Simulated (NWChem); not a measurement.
Molecule: thiourea (CH4N2S); SMILES NC(N)=S

```xyz
8

N     -0.0366     1.1490    -1.0566
C      0.0000     0.0000    -0.3155
N      0.0366    -1.1490    -1.0566
S      0.0000     0.0000     1.3590
H      0.3458     1.1451    -1.9949
H      0.0938     2.0036    -0.5338
H     -0.3458    -1.1451    -1.9949
H     -0.0938    -2.0036    -0.5338
```
Atoms are numbered in this order, from 1.

Computed with NWChem. Geometry: optimised at B3LYP/6-31G* (spherical d). Ions are spin-unrestricted doublets at the neutral geometry; other ion states weren't tried. Functional: LC-ωPBE (HJS hole) with def2-SVP; rows give the range parameter ω in 1/bohr.

For range parameter (1/bohr) 0.50:

```yaml
"−ε(HOMO) (eV)": 8.90
```

### Question
How do the values read with range parameter (1/bohr) 0.15 instead?

### Answer
* **−ε(HOMO) (eV)**: 6.57
